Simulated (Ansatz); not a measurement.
Reaction (formal exchange of groups at a C–O bond): `COB(C)O` + `[SiH3]OBO[SiH3]` → `CB(O[SiH3])O[SiH3]` + `CB(O)O`

Computed with Ansatz on PBE0-D4/def2-TZVP structures; ΔE is electronic, products minus reactants. CCSD(T)/CBS is the MP2 limit (def2-TZVPP, def2-QZVPP) plus CCSD(T) − MP2 in def2-TZVPP, frozen cores. This one scheme is used for every species. One conformer a species, not always the lowest.

`COB(C)O`:

```xyz
12

C    -0.621    0.014    1.581
O    -0.964    0.543    0.321
B    -0.194    0.326   -0.788
C     1.117   -0.536   -0.789
O    -0.621    0.903   -1.948
H     0.269    0.504    1.988
H    -0.435   -1.063    1.531
H    -1.457    0.192    2.258
H     0.903   -1.577   -0.525
H     1.599   -0.530   -1.767
H     1.837   -0.175   -0.048
H    -1.434    1.399   -1.814
```

`[SiH3]OBO[SiH3]`:

Z-matrix (Å, degrees):
```
Si
O 1 1.652
H 1 1.482 2 108.2
H 1 1.485 2 110.3 3 120.5
H 1 1.482 2 108.3 3 -119.0
B 2 1.361 1 133.2 3 -121.6
O 6 1.353 2 119.6 1 -179.8
H 6 1.199 2 121.1 1 0.2
Si 7 1.659 6 129.3 2 0.0
H 9 1.481 7 106.4 6 179.4
H 9 1.484 7 110.5 6 -61.4
H 9 1.484 7 110.5 6 60.2
```

`CB(O[SiH3])O[SiH3]`:

Cartesian coordinates in Å:
```
C 2.456 0.379 0.175
B 0.915 0.118 0.053
O 0.247 0.565 -1.051
Si -1.266 0.826 -1.630
O 0.265 -0.527 1.065
Si -1.173 -1.217 1.449
H 2.960 -0.387 0.766
H 2.614 1.333 0.693
H 2.938 0.466 -0.800
H -1.698 -0.332 -2.452
H -1.225 2.048 -2.468
H -2.230 1.027 -0.514
H -2.014 -0.248 2.195
H -0.896 -2.398 2.300
H -1.892 -1.653 0.222
```

`CB(O)O`:

```xyz
9

C     0.340    1.085   -0.501
B    -0.077   -0.294    0.114
O    -1.251   -0.865   -0.300
O     0.739   -0.863    1.056
H    -0.039    1.209   -1.517
H    -0.087    1.894    0.101
H     1.423    1.222   -0.499
H    -1.480   -1.696    0.122
H     0.431   -1.693    1.425
```

| species | CCSD(T)/CBS(def2) energy (Eh) |
| --- | --- |
| `COB(C)O` | -255.57080 |
| `[SiH3]OBO[SiH3]` | -757.67824 |
| `CB(O[SiH3])O[SiH3]` | -796.95379 |
| `CB(O)O` | -216.32673 |

Problem. Work out ΔE.

Solution. ΔE = (-796.95379) + (-216.32673) − (-255.57080) − (-757.67824) = -0.03148 Eh = -19.8 kcal/mol.

Largest T1 diagnostic among the species: 0.013.

The D4 term adds −1.2 kcal/mol with B3LYP and −0.7 kcal/mol with PBE0; it sums over pairs of atoms, weighted by their polarisabilities, and B3LYP, whose exchange is more repulsive, gets the larger term. In def2-TZVPP, CCSD(T) changes the Hartree–Fock value by −2.4 kcal/mol (the triples alone add −0.1 kcal/mol) and MP2 by −3.4 kcal/mol.

B3LYP here is the variant with VWN-RPA as its local correlation; programs differ in this.
